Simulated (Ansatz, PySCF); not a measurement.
Noncovalent pair: HCl (SMILES Cl) (first 2 atoms) with C2H6O (SMILES CCO); geometry from B3LYP-D3(BJ)/def2-TZVP.
(charge 0, multiplicity 1):
```xyz
11

Cl     0.7975     0.1376    -0.3427
H      0.1375    -0.2383     0.7303
C      0.7368     0.9919     3.5432
C      0.4192    -0.4720     3.3095
O     -0.5670    -0.6658     2.2808
H      1.5105     1.0931     4.3070
H     -0.1459     1.5348     3.8922
H      1.0927     1.4615     2.6258
H      1.2989    -1.0097     2.9568
H      0.0778    -0.9548     4.2301
H     -1.3570    -0.1584     2.5012
```

Basis-set superposition error: the interaction energy with monomers in their own basis, and in the dimer's basis (counterpoise).

Run with Ansatz (a quantum-chemistry and plane-wave program); PySCF for 6-31G* rows. 

```
level                    uncorrected (kcal/mol)  counterpoise (kcal/mol)  difference
-----------------------  ----------------------  -----------------------  ----------
HF/6-31G*                                 -6.08                    -4.61        1.46
BLYP/def2-TZVPPD                          -5.41                    -5.27        0.14
PBE0/def2-TZVPPD                          -7.33                    -7.21        0.11
BHLYP/def2-TZVPPD                         -6.53                    -6.44        0.09
CAM-B3LYP/def2-TZVPPD                     -7.14                    -7.02        0.12
wB97X-V/def2-TZVPPD                       -7.65                    -7.54        0.11
wB97M-V/def2-TZVPPD                       -7.49                    -7.39        0.10
MP2/aug-cc-pV(D+d)Z                       -8.60                    -7.08        1.52
SCS-MP2/aug-cc-pV(T+d)Z                   -7.25                    -6.32        0.92
CCSD(T)/aug-cc-pV(D+d)Z                   -7.76                    -6.12        1.64
```

The error is largest for CCSD(T)/aug-cc-pV(D+d)Z (1.64 kcal/mol) and smallest for BHLYP/def2-TZVPPD (0.09 kcal/mol).
